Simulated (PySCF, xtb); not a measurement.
pentane (C5H12), SMILES CCCCC. Other conformers were not sampled.

Harmonic wavenumbers (cm⁻¹) from GFN2-xTB in xtb at its own minimum, in rising order: 71, 115, 213, 231, 283, 331, 470, 776, 807, 887, 903, 966, 1007, 1045, 1091, 1131, 1155, 1185, 1242, 1266, 1288, 1311, 1354, 1375, 1415, 1417, 1492, 1494, 1497, 1506, 1507, 1508, 1511, 2957, 2961, 2969, 2977, 2980, 2990, 3028, 3030, 3031, 3033, 3036, 3045.

### Question
What does B3LYP-D3(BJ)/def2-SVP in PySCF 2.14.0 give at its own minimum? (The exact figures need the calculation; the answer reports its results.)

### Answer
83, 128, 215, 251, 293, 334, 475, 741, 772, 850, 869, 923, 998, 1024, 1048, 1096, 1154, 1185, 1256, 1286, 1319, 1327, 1370, 1395, 1403, 1407, 1458, 1463, 1470, 1471, 1475, 1482, 1485, 3004, 3015, 3018, 3021, 3024, 3043, 3056, 3066, 3098, 3101, 3105, 3110. Paired by order, the mean absolute difference is 30 cm⁻¹ and the zero-point energies are 99.9 and 100.3 kcal/mol.
